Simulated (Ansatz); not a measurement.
Relaxation of CH₅AsO (8 atoms, charge 0, multiplicity 1), to a largest force component of 0.02 eV/Å in at most 40 steps.

Computed with Ansatz, RHF/def2-SVP.

```xyz
8
Properties=species:S:1:pos:R:3:forces:R:3
C -0.397 0.760 -0.204 -3.34 3.72 -0.35
O -0.859 -0.119 0.760 1.93 -1.68 -0.97
As 0.220 -1.605 0.679 0.78 1.27 0.20
H -0.570 0.421 -1.238 0.07 -0.12 0.37
H 0.628 1.066 -0.116 0.73 -0.10 0.33
H -1.039 1.751 -0.096 1.40 -1.99 -0.27
H 1.573 -0.783 1.019 -1.26 -1.00 -0.31
H 0.535 -1.549 -0.860 -0.30 -0.11 1.00
```

Task: Where does it end, and by what steps?

Result: It converged. After 6 steps the energy has fallen by 0.590 eV; H8 moved furthest, 0.38 Å.

```
step  energy less start (eV)  largest force component (eV/Å)  accepted
   0                  0.0000                           3.722       yes
   1                 -0.4873                           1.175       yes
   2                 -0.5661                           0.533       yes
   3                 -0.5874                           0.156       yes
   4                 -0.5898                           0.061       yes
   5                 -0.5903                           0.022       yes
   6                 -0.5904                           0.016       yes
```

```xyz
8
Properties=species:S:1:pos:R:3
C -0.431 0.903 -0.229
O -0.730 -0.146 0.636
As 0.267 -1.598 0.772
H -0.421 0.574 -1.274
H 0.542 1.350 -0.001
H -1.198 1.669 -0.115
H 1.625 -0.922 0.866
H 0.436 -1.887 -0.711
```

Whether the end is a true minimum wasn't checked by a vibrational analysis.

The run took 58 s on 1 thread of Intel(R) Xeon(R) Processor @ 2.50GHz (Skylake/Cascade Lake) (shared host), peak memory 0.17 GiB.
